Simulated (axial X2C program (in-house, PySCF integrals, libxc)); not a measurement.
# Spin–orbit effects down a group: molecules with N (ions), PBE0

All values come from calculations with an in-house all-electron X2C program for linear molecules (integrals from PySCF), spin-free (one-electron X2C) or two-component (2c: spin–orbit coupling with atomic mean-field Coulomb and Gaunt terms, which also bring small scalar terms), in Dyall basis sets with cores contracted in-house; open shells are unrestricted.

Basis sets: Be dyall-cv3z, Ca dyall-cv3z, N dyall-av3z, Sr dyall-cv3z.

```
molecule  spin-free state  Re (Å)  ωe (cm⁻¹)  De (eV)  2c state  Re 2c (Å)  ωe 2c (cm⁻¹)  De 2c (eV)
    BeN⁺   M_S = 1, Λ = 0   1.573      985.2     2.18     Ω = 1      1.573         985.3        2.18
    CaN⁺   M_S = 1, Λ = 0   2.139      539.9     1.69     Ω = 1      2.138         540.1        1.69
    SrN⁺   M_S = 1, Λ = 0   2.278      470.2     1.58     Ω = 1      2.278         470.3        1.58
```

Fragments in 2c: N + Be+, Ca+ + N, Sr+ + N. Each entry is the lowest single determinant of a limited PBE0 search at one distance. De goes to single-determinant-based atoms at the same level (for ions the charge split of lowest energy) and is withheld (n/a) where an atom does not fit its ground term or J level. Main or longest-lived isotopes. One determinant is a doubtful description, or other states lie close, for BeN⁺, CaN⁺, SrN⁺; these need not be ground states, and all values refer to the states named. Some open-shell Ω = 0 determinants are out of reach, so the Ω given for BeN⁺, CaN⁺, SrN⁺ need not be the lowest component. With several unpaired electrons the Ω given is that of one determinant, not necessarily of the lowest component.
